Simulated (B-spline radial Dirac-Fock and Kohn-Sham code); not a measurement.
Run log: Ti⁶⁺

ΔSCF core binding energies without Breit or QED terms, calculated with a radial finite-basis atomic code. Keys: rel is the Hamiltonian (dirac, or spin-free x2c and nr, where L3 and M5 stand for the whole 2p and 3d shells), method is hf or an exchange,correlation pair (spin-unpolarised, also for the hole states), nuc the nuclear model, radius_factor scales its radius, rmax is the box in bohr, h the logarithmic mesh step, order the B-spline order, points the quadrature points per cell, c_factor scales the speed of light, and damp, ndamp, maxit and tol steer the iteration. The run stops when the commutator error falls below 10·tol·max(1, Z/10), or the numerical noise floor, and the energy has settled to about 1e-8 Ha; the virial ratio is −V/T.

Input (task.json):

```json
{"items": [{"Z": 22, "q": 6, "cfg": [[1, 0, 2], [2, 0, 2], [2, 1, 6], [3, 0, 2], [3, 1, 4]], "A": 48, "rrms": 3.5921, "do": "settings", "holes": ["K", "L3", "M5"],
  "settings": [{"rel": "dirac", "method": "hf", "nuc": "fermi", "radius_factor": 1.0, "rmax": 45.0, "h": 0.3, "order": 8, "points": 10, "c_factor": 0.0519, "maxit": 80, "damp": 0.5, "ndamp": 3, "tol": 1e-08}]}]}
```

Command: `python xray2_run.py task.json out`

Ground-state iterations:

```
iter   energy (Ha)        error
   1     -717.22451356  2.03e+00
   2     -723.24501387  1.00e+00
   3     -724.05368936  3.19e-01
   4     -724.11607976  1.07e-01
   5     -724.12146306  3.23e-02
   6     -724.12239375  2.63e-03
   7     -724.12240853  4.86e-04
   8     -724.12240887  4.76e-05
   9     -724.12240888  6.58e-06
  10     -724.12240888  4.12e-06
  11     -724.12240888  1.40e-07
```

The ground state converged in 11 iterations, with total energy -724.12241 Ha, virial ratio 1.16236 and highest orbital energy -126.64 eV. ΔSCF binding energies: K (1s) 1345.2 eV. Holes are computed only in closed shells, and unreliable hole states are left out.

**Question.** One setting is unsound. Which, and why?

**Answer.** c_factor makes c so small that Zα exceeds 1, so any numbers that come out have no meaning. With the default settings (Dirac Hartree-Fock): The ground state converged in 9 iterations, with total energy -841.63935 Ha, virial ratio 1.98940 and highest orbital energy -142.48 eV. ΔSCF binding energies: K (1s) 5103.0 eV. Holes are computed only in closed shells, and unreliable hole states are left out.
